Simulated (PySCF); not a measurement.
Si(Cl)(H)2(OAc) (C2H5ClO2Si), SMILES CC(=O)O[SiH2]Cl.

The structure is a stationary point at PBE0-D3(BJ)/def2-SVP. One conformer was computed; it need not be the lowest.

Method: PBE0-D3(BJ)/def2-SVP run with PySCF.

Frequencies are harmonic and unscaled.

| mode | ν (cm⁻¹) | IR (km/mol) | Raman (Å⁴/amu) | depolarisation | moving atoms (share of kinetic energy) |
|---|---|---|---|---|---|
| 1 | 65 | 2.7 | 1.5 | 0.75 | C 30 %, H 23 %, O 23 %, Cl 19 % |
| 2 | 77 | 0.4 | 0.8 | 0.70 | O 44 %, Cl 34 %, H 10 % |
| 3 | 110 | 0.2 | 0.0 | – | H 84 %, O 13 % |
| 4 | 158 | 11.0 | 1.0 | 0.73 | O 48 %, Si 28 %, H 16 % |
| 5 | 247 | 10.8 | 2.0 | 0.62 | O 48 %, Cl 23 %, C 12 %, Si 9 % |
| 6 | 382 | 10.1 | 1.5 | 0.40 | C 27 %, H 26 %, Si 24 %, O 23 % |
| 7 | 566 | 56.9 | 7.0 | 0.14 | Si 42 %, Cl 38 %, H 9 % |
| 8 | 581 | 21.6 | 6.2 | 0.75 | H 50 %, C 18 %, O 14 %, Si 13 % |
| 9 | 607 | 18.9 | 2.1 | 0.40 | H 40 %, C 34 %, O 20 % |
| 10 | 655 | 12.4 | 5.9 | 0.62 | H 45 %, C 24 %, O 17 %, Si 12 % |
| 11 | 722 | 9.7 | 13.5 | 0.69 | H 82 % |
| 12 | 801 | 41.3 | 7.6 | 0.29 | O 61 %, H 22 %, Si 12 % |
| 13 | 895 | 379.1 | 9.9 | 0.63 | H 79 %, Si 16 % |
| 14 | 954 | 130.3 | 13.1 | 0.75 | H 94 % |
| 15 | 978 | 42.6 | 4.8 | 0.06 | O 52 %, C 27 %, H 19 % |
| 16 | 1022 | 70.5 | 1.6 | 0.27 | H 53 %, O 23 %, C 22 % |
| 17 | 1054 | 12.1 | 0.2 | 0.72 | C 49 %, H 48 % |
| 18 | 1292 | 298.0 | 2.7 | 0.58 | C 50 %, H 36 %, O 14 % |
| 19 | 1393 | 206.7 | 2.1 | 0.72 | H 49 %, C 48 % |
| 20 | 1434 | 13.9 | 14.4 | 0.71 | H 96 % |
| 21 | 1443 | 11.8 | 14.0 | 0.75 | H 96 % |
| 22 | 1881 | 230.5 | 3.2 | 0.37 | C 64 %, O 35 % |
| 23 | 2302 | 67.9 | 182.4 | 0.07 | H 98 % |
| 24 | 2313 | 95.6 | 71.2 | 0.74 | H 95 % |
| 25 | 3080 | 0.1 | 131.2 | 0.00 | H 97 % |
| 26 | 3172 | 0.3 | 64.6 | 0.75 | H 91 %, C 9 % |
| 27 | 3221 | 1.3 | 66.5 | 0.71 | H 90 %, C 10 % |
